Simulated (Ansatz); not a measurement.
Frontier orbitals of BrH3OSiSn, SMILES `[SiH3][O][Sn][Br]`.

Total charge 0; spin multiplicity 1. Correlated methods include outer-core shells of Br, Sn, which these sets cover unevenly. Scalar relativity is left out up to krypton. Sn: def2 effective core potential. Geometry: relaxed with PBE0-D4/def2-TZVP. It is one conformer, not always the lowest. Basis def2-TZVPP, Ansatz.

```csv
functional,HOMO (eV),LUMO (eV),gap (eV)
LDA (SPW92),-7.02,-3.75,3.27
PBE,-6.82,-3.50,3.32
B97M-V,-7.08,-3.49,3.59
PBE0,-7.91,-2.84,5.07
r2SCANh,-7.53,-3.20,4.33
CAM-B3LYP,-9.12,-1.95,7.17
ωB97X-V,-10.03,-0.97,9.06
ωB97M-V,-9.96,-1.12,8.84
```

From PBE to PBE0 the HOMO moves by −1.09 eV and the LUMO by +0.65 eV, and with ωB97M-V by −3.14 and +2.38 eV, so the gap grows from 3.32 to 8.83 eV with exact exchange.
